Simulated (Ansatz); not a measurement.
Reactions of `[SiH3][Al]([Cl])[SnH3]`.

Computed with Ansatz on PBE0-D4/def2-TZVP structures; ΔE is electronic, products minus reactants. CCSD(T)/CBS is the MP2 limit (def2-TZVPP, def2-QZVPP) plus CCSD(T) − MP2 in def2-TZVPP, frozen cores. This one scheme is used for every species. Functionals use def2-TZVPP. def2 core potentials past Kr. For Sn outer-core shells are correlated without core-valence functions, which leaves a few kJ/mol of doubt a bond. Each species was taken in one conformer, which may not be the lowest.

```
                                                              reaction  ωB97X-V (kJ/mol)
       `[SiH3][Al]([Cl])[SnH3]` + H₂O → `[OH][Al]([SiH3])[SnH3]` + HCl                28
     `[SiH3][Al]([Cl])[SnH3]` + H–F → `[F][Al]([SiH3])[Cl]` + `[SnH4]`              -149
`[SiH3][Al]([Cl])[SnH3]` + `N=CS` → `N=C[S][SnH3]` + `[SiH3][AlH][Cl]`                -7
     `[SiH3][Al]([Cl])[SnH3]` + H₂O → `[OH][SnH3]` + `[SiH3][AlH][Cl]`                28
```

Task: Give the CCSD(T)/CBS values in the same order. (Estimate.)

Result: Computed: 32, -135, -8, 39 kJ/mol.

Largest T1 diagnostic: 0.015, for `N=C[S][SnH3]`.
